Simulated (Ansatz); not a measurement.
SiTe2. Total charge 0; quintet. Geometry r2SCAN-D4/def2-TZVP; atoms count from 1.

```xyz
3

Si    0.7369    0.7219   -0.6003
Te    0.8114   -1.5963    0.2628
Te   -1.5483    0.8744    0.3375
```

In the def2 sets Te takes a core potential; there is no spin–orbit coupling. At PBE0-D4/def2-TZVP a singlet of charge 0 lies 2.62 eV below the quintet, each at its own geometry. The structure comes from a short search, and lower isomers may exist.

(1) Estimate the Mulliken populations from the PBE0/def2-TZVP orbitals of Ansatz.

(2) Where does the spin sit?

(3) And the Mayer bond orders between bonded heavy atoms (over 0.3)?

Answers

(1) 
```tsv
atom	charge (e)	spin (α − β)
Si1	-0.10	1.20
Te2	0.05	1.40
Te3	0.05	1.40
```
Mulliken values and Mayer orders depend strongly on the basis.

(2) Summed by element: Si 1.20, Te 2.80, of 4 unpaired in all. Largest on single atoms: Te2 1.40, Te3 1.40, Si1 1.20.

(3) Si1–Te2 1.23 (2.47 Å); Si1–Te3 1.23 (2.47 Å). Values over 0.3 also appear between atoms too far apart for a bond (Te2–Te3 0.77 at 3.42 Å); they arise where an orbital or an unpaired electron spreads over both atoms.
